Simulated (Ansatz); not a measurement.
The cluster CuAg2 (the lowest doublet isomer of a short search). Charge 0, multiplicity 2. Geometry PBE-D4/def2-TZVP, basis def2-TZVP, Ansatz.

Cartesian coordinates in Å:
```
Ag -1.9789 -0.9244 -0.1511
Ag 2.1714 0.1444 0.2394
Cu -0.1925 0.7800 -0.0883
```

```
run  HOMO (eV)  LUMO (eV)
  A      -6.70      -1.11
  B      -5.08      -3.06
  C      -4.95      -3.21
  D      -4.94      -3.62
  E      -4.57      -3.86
```

In the def2 sets Ag takes a core potential; there is no spin–orbit coupling. LC-ωPBE has ω = 0.4 bohr⁻¹. B3LYP takes the VWN-RPA correlation. The structure comes from a short search, and lower isomers may exist.

HOMO and LUMO are taken over both spins.

Q: The runs used B3LYP, LC-ωPBE, PBE0, r2SCAN, r2SCAN0. Estimate which is which.

A: A LC-ωPBE (range-separated); B r2SCAN0 (25 % exact exchange); C PBE0 (25 % exact exchange); D B3LYP (20 % exact exchange); E r2SCAN (0 % exact exchange). Exact exchange lowers occupied and raises empty levels; among semilocal functionals meta-GGAs tend to open the gap a little, and such runs are hard to tell apart. The gap grows from 0.71 eV (r2SCAN) to 5.59 eV (LC-ωPBE).
